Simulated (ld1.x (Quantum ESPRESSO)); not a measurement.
**An all-electron radial function and its pseudo partner (Gd (Z = 64))**

Columns: radius, all-electron u(r) and pseudo u(r) of the 4f shell (level -15.32 eV) of gadolinium in the configuration [Xe] 4f7 5d1 6s1 6p0; LDA (PZ), scalar-relativistic, TM semilocal scheme, ld1.x (Quantum ESPRESSO) 7.5.

| r (bohr) | all-electron | pseudo |
| --- | --- | --- |
| 0.170 | 0.2804 | 0.0664 |
| 0.340 | 0.8402 | 0.5927 |
| 0.510 | 1.0725 | 1.1517 |
| 0.680 | 1.0497 | 1.1502 |
| 0.850 | 0.9292 | 0.9470 |
| 1.020 | 0.7884 | 0.7885 |
| 1.190 | 0.6566 | 0.6566 |
| 1.360 | 0.5423 | 0.5423 |
| 1.530 | 0.4468 | 0.4468 |
| 1.700 | 0.3680 | 0.3680 |
| 1.870 | 0.3037 | 0.3037 |
| 2.040 | 0.2511 | 0.2511 |
| 2.210 | 0.2081 | 0.2081 |
| 2.380 | 0.1729 | 0.1729 |
| 2.550 | 0.1440 | 0.1440 |
| 2.720 | 0.1202 | 0.1202 |
| 2.890 | 0.1006 | 0.1006 |
| 3.060 | 0.0843 | 0.0843 |
| 3.230 | 0.0708 | 0.0708 |
| 3.400 | 0.0595 | 0.0595 |
| 3.570 | 0.0501 | 0.0501 |
| 3.740 | 0.0422 | 0.0422 |
| 3.910 | 0.0356 | 0.0356 |
| 4.080 | 0.0300 | 0.0300 |
| 4.250 | 0.0254 | 0.0254 |
| 4.420 | 0.0214 | 0.0214 |

Task: How many radial nodes do the two functions have?

Result: The all-electron 4f function has n − l − 1 = 0; the pseudo-wave has 0.

Task: At about which radius was the pseudo-wave matched?

Result: 1.10 bohr, where the columns begin to agree (steps of 0.17 bohr).

Task: Is the pseudo-wave norm-conserving?

Result: Yes: the TM semilocal scheme keeps the norm inside the radius equal to the all-electron one, which fixes the energy derivative of the logarithmic derivative at the level.
